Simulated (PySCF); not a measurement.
Si(I)(SH) (HISSi), SMILES S[Si]I (connectivity only; charge and spin as stated), neutral, multiplicity 1.

Coordinates come from a PBE0-D3(BJ)/def2-TZVP optimisation. The def2 effective core potentials stand for the cores of I; spin–orbit coupling is left out. Other conformers were not sampled.

The numbers are results of PySCF with ωB97X/def2-TZVPD, not measurements.

Computed frontier levels, gap, dipole moment and polarisability:
The highest occupied level comes out as -9.15 eV and the lowest empty level is -0.76 eV. The orbital gap is 8.39 eV. The dipole moment is 1.72 D and the quadrupole, principal values (traceless, Buckingham form, about the centre of nuclear charge) is -5.55, -2.02, 7.57 D·Å. The mean static polarisability is 90.9 bohr³ (13.47 Å³) and the polarisability, principal values comes out as 67.3, 85.5, 120.0 bohr³.
